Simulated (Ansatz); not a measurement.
Reaction (ligand exchange at a Te–C bond): `FC([SiH3])[TeH]` + `N[AsH2]` → `N[AsH][TeH]` + `FC[SiH3]`

Isolated molecules relaxed with PBE0-D4/def2-TZVP in Ansatz; ΔE leaves out vibrations. CCSD(T)/CBS is the MP2 limit (def2-TZVPP, def2-QZVPP) plus CCSD(T) − MP2 in def2-TZVPP, frozen cores. Functionals use def2-TZVPP. def2 core potentials past Kr. For As, Te outer-core shells are correlated without core-valence functions, which leaves a few kJ/mol of doubt a bond. Scalar relativity is left out up to krypton. One conformer a species, not always the lowest.

```csv
level,ΔE (kJ/mol)
BLYP-D4,-102.7
LC-ωPBE,-96.8
RPA@PBE/def2-TZVPP,-85.7
CCSD/def2-TZVPP,-93.2
```

Problem. What does CCSD(T)/CBS give? (Best estimate.)

Solution. Ansatz gave: -95.1 kJ/mol. The listed levels differ from it by -7.6, -1.7, 9.4, 1.9 kJ/mol.

Largest T1 diagnostic among the species: 0.012.

Leaving LDA and LC-ωPBE aside and taking each functional with its dispersion term where it has one, the values, not all of them listed here, spread over 12.4 kJ/mol, from BHLYP-D4 to B97M-V. LDA lies +7.1 kJ/mol from PBE without D4. In def2-TZVPP, CCSD(T) changes the Hartree–Fock value by +19.2 kJ/mol (the triples alone add +1.7 kJ/mol) and MP2 by +15.8 kJ/mol.
